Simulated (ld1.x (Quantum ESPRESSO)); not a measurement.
**Before and after: ultrasoft potential for magnesium**

ld1.x (Quantum ESPRESSO) 7.5 input, shortened:

```
&input
   title='Mg', zed=12., rel=1, dft='PBE', iswitch=3,
   config='[Ne] 3s2 3p0'
 /
 &inputp
   pseudotype=3, tm=.true., lloc=-1, rcloc=2.65,
   nlcc=.true., new_core_ps=.true.,
   which_augfun='PSQ', rmatch_augfun_nc=.true.
 /
4
3S  1  0   2.00   0.00  2.05  2.30  0.0
3S  1  0   0.00   1.20  2.05  2.30  0.0
3P  2  1   0.00   0.00  2.20  2.95  0.0
3P  2  1   0.00   2.60  2.20  2.95  0.0
 &test
   configts(1)='3s2 3p0'
 /
```

Change: waves 3p (bound): rcut 2.20, rcutus 4.38 bohr; 3p channel at 2.6 Ry: rcut 2.20, rcutus 4.38 bohr.

Cutoffs: the cutoffs (Ry, on a coarse ladder) from which the occupation-weighted sum of valence levels, in a spherical-Bessel basis at the reference potential, stays within 10 and 1 mRy of its value at 400 Ry; they do not see the model core or the augmentation charge, which bear on the density cutoff. Errors are all-electron minus pseudo energies relative to the spin-unpolarised reference configuration.

Q: What does the change do?

A: Both files are so soft that the ladder of cutoffs tells neither apart; of the 5 tests that both files solve, the error grows in 2 and shrinks in 1 by more than 15 % and 0.3 meV (median size 2.1 → 2.0 meV); neither file shows a bound ghost.

| quantity | base | changed |
| --- | --- | --- |
| cutoff, loose | 6 Ry | 6 Ry |
| cutoff, tight | 6 Ry | 6 Ry |
| bound ghosts | none | none |
| error for 3s1 3p0, meV [ΔE 7.96 eV] | -2.1 | -2.1 |
| error for 3s1.5 3p0, meV [ΔE 3.14 eV] | -0.4 | -0.4 |
| error for 3s1 3p1, meV [ΔE 3.49 eV] | -1.6 | -2.0 |
| error for 3s0 3p1, meV [ΔE 12.33 eV] | -7.7 | +0.1 |
| error for 3s0 3p2, meV [ΔE 7.18 eV] | -6.2 | -7.9 |
| lowest overlap eigenvalue by channel | s 0.46, p 0.77 | s 0.46, p 0.86 |
